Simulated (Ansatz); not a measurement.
Reaction (cleavage of the Si–Ge bond): `[F][Ge]([F])([F])[SiH3]` + `[OH][Ga]([Cl])[Cl]` → `[SiH3][O][Ga]([Cl])[Cl]` + `[F][GeH]([F])[F]`

Computed with Ansatz on PBE0-D4/def2-TZVP structures; ΔE is electronic, products minus reactants. CCSD(T)/CBS is the MP2 limit (def2-TZVPP, def2-QZVPP) plus CCSD(T) − MP2 in def2-TZVPP, frozen cores. DFT in def2-TZVPP. For Ga, Ge outer-core shells are correlated without core-valence functions, which leaves a few kJ/mol of doubt a bond. Scalar relativity is left out up to krypton. One conformer a species, not always the lowest.

`[F][Ge]([F])([F])[SiH3]`:

```xyz
8

F    -0.207    0.766   -2.244
Ge   -0.081    0.946   -0.539
F    -1.454    1.882   -0.093
F     1.260    1.997   -0.306
Si    0.096   -1.116    0.635
H    -1.125   -1.895    0.329
H     1.317   -1.792    0.142
H     0.193   -0.788    2.075
```

`[OH][Ga]([Cl])[Cl]`:

Cartesian coordinates in Å:
```
O 1.409 0.021 0.115
Ga -0.323 0.106 -0.212
Cl -0.981 1.100 -1.952
Cl -1.720 -0.778 1.121
H 1.614 -0.449 0.928
```

`[SiH3][O][Ga]([Cl])[Cl]`:

```xyz
8

Si   -0.224    1.423    0.220
O     0.037   -0.139    0.653
Ga    0.272   -1.705   -0.099
Cl    0.258   -1.896   -2.206
Cl    0.567   -3.386    1.139
H    -0.612    1.521   -1.213
H     1.017    2.210    0.441
H    -1.315    1.971    1.064
```

`[F][GeH]([F])[F]`:

Z-matrix (Å, degrees):
```
Ge
F 1 1.707
F 1 1.707 2 106.4
F 1 1.707 2 106.4 3 113.1
H 1 1.516 2 112.4 3 -123.4
```

| species | BHLYP energy (Eh) |
| --- | --- |
| `[F][Ge]([F])([F])[SiH3]` | -2667.97424 |
| `[OH][Ga]([Cl])[Cl]` | -2921.22773 |
| `[SiH3][O][Ga]([Cl])[Cl]` | -3211.97191 |
| `[F][GeH]([F])[F]` | -2377.26084 |

Problem. Work out ΔE.

Solution. ΔE = (-3211.97191) + (-2377.26084) − (-2667.97424) − (-2921.22773) = -0.03078 Eh = -0.84 eV. CCSD(T)/CBS gives -0.74 eV.

Largest T1 diagnostic among the species: 0.013.

From BLYP to BHLYP (50 % exact exchange), in def2-TZVPP and without D4, ΔE moves by −0.26 eV. Leaving LDA and LC-ωPBE aside and taking each functional with its dispersion term where it has one, the values, not all of them listed here, spread over 0.39 eV, from BHLYP-D4 to PBE-D4. LDA lies −0.05 eV from PBE without D4.
